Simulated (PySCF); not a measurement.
**How methods differ on the ionisation energy of Co⁺**

Co⁺ [Ar] 3d8 (3F) → Co²⁺ [Ar] 3d7 (4F), as a difference of total energies. Computed with PySCF 2.14 in aug-cc-pVTZ-DK (8s7p5d3f2g, 93 functions), with the spin-free X2C one-electron Hamiltonian (Gaussian nucleus). Correlated levels: valence: [Ar] frozen. The calculations carry no spin-orbit coupling.

Problem. Order these methods by the ionisation energy they give, lowest first.
A. SCS-MP2 (valence)
B. CCSD (valence)
C. CCSD(T) (valence)
D. UHF

Solution. D (14.187 eV), B (16.454 eV), C (16.633 eV), A (16.870 eV).

The reference lies between the lowest fine-structure levels, while these numbers refer to the centres of the terms.

Errors of the correlated levels include the incompleteness of this basis and the frozen core.

For comparison: 17.084 eV (measured; NIST Atomic Spectra Database, ionization energies).
